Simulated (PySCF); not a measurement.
A small calculation by hand: entropy of an ideal gas

Zn(H)(SH) (H₂SZn), SMILES [SH][ZnH].

Geometry: B3LYP-D3(BJ)/def2-TZVP.

PySCF 2.14.0 with B3LYP-D3(BJ)/def2-TZVP gives the harmonic wavenumbers 387, 417, 444, 644, 1927, 2660 cm⁻¹ and the rotational temperatures 13.7812, 0.2194, 0.2160 K. The molar mass is 99.46 g/mol, the symmetry number 1, the spin multiplicity 1.

Task: Work out the entropy at 298.15 K and 1 atm in the rigid-rotor, harmonic-oscillator model.

Result: 
Translation (Sackur–Tetrode at 1 atm): S = R[1.5 ln M + 2.5 ln T − 1.16487] = 166.1 J/(mol K).
Rotation: q = (√π/σ) T^1.5/√(θA θB θC) = 11300, S = R[ln q + 3/2] = 90.1 J/(mol K).
Vibration: with u = 1.4388 ν/T, each mode gives R[u/(e^u − 1) − ln(1 − e^−u)]:
```tsv
ν (cm⁻¹)	modes	u	S (J/(mol K))
387	1	1.87	4.23
417	1	2.01	3.77
444	1	2.14	3.41
644	1	3.11	1.59
1927	1	9.30	0.01
```
The stiffer modes add less than 0.005 each. Sum 13.0 J/(mol K).
Spin: R ln 1 = 0.0 J/(mol K).
Total 269.2 J/(mol K); the program's own thermochemistry gives 269.2. Translation makes up 62 % and vibration 5 %. Anharmonicity, hindered rotation and orbital degeneracy are left out.
